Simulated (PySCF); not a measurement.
r2SCAN0 on Ag⁻ (silver, charge -1), [Kr] 4d10 5s2, closed-shell 1S. Computed with PySCF 2.14 in x2c-TZVPPall with one added diffuse shell each of s, p, d, f type (9s7p7d3f1g, 95 functions), with scalar relativity by spin-free X2C-1e.

```
cycle= 1 E= -5315.40397751607  delta_E= -0.0126  |g|= 0.043  |ddm|= 0.326
cycle= 2 E= -5315.40426229873  delta_E= -0.000285  |g|= 0.0294  |ddm|= 0.061
cycle= 3 E= -5315.404354822  delta_E= -9.25e-05  |g|= 0.0145  |ddm|= 0.0168
cycle= 4 E= -5315.40440444912  delta_E= -4.96e-05  |g|= 0.000847  |ddm|= 0.0131
cycle= 5 E= -5315.4044053944  delta_E= -9.45e-07  |g|= 0.000119  |ddm|= 0.00388
cycle= 6 E= -5315.40440540249  delta_E= -8.09e-09  |g|= 1.59e-05  |ddm|= 0.000586
cycle= 7 E= -5315.40440540284  delta_E= -3.47e-10  |g|= 2.51e-06  |ddm|= 0.000178
converged SCF energy = -5315.40440540284  <S^2> = -1.4210855e-14  2S+1 = 1
```

Highest occupied orbital energy: 0.330 eV; ⟨L²⟩ = 0.00; populations by l: s 10.00, p 18.00, d 20.00, f 0.00.

**Question.** Can this result be used?

**Answer.** With care. The run converged. At r2SCAN0 the highest occupied level has a positive energy, so only the finite basis holds that electron; in a semilocal or global hybrid functional this comes from self-interaction and does not mean that the real anion is unbound.
